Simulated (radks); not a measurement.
Q: These are the eigenvalues of the occupied orbitals of an atom or ion with whole-number occupations (Ry). Calculated with a radial shooting solver on a logarithmic mesh with Libxc functionals: non-relativistic Kohn-Sham, revTPSS, spin-polarised, spherical densities, point nucleus; meta-GGA in the generalised Kohn-Sham scheme.

1s up: -358.7115
1s down: -358.6872
2s up: -41.36091
2s down: -41.29324
2p up: -34.78574
2p down: -34.70889
3s up: -6.66330
3s down: -6.36652
3p up: -4.90185
3p down: -4.60620
3d up: -2.19814
4d up: -0.71708

Which element is it, and in what charge state? The configuration may be excited. Open shells, if any, are filled with parallel spins first.

A: Z = 22, titanium, charge +2: Ti2+ in [Ne] 3s2 3p5 3d2 4d1. The list shows which subshells hold electrons but not how many an open one holds; the 1s level, -179.36 hartree, gives Z - s = 18.9 by -(Z - s)^2/2, which with screening narrows Z to a few neighbours, and the depths of the outer levels then fix element, charge and occupations together.
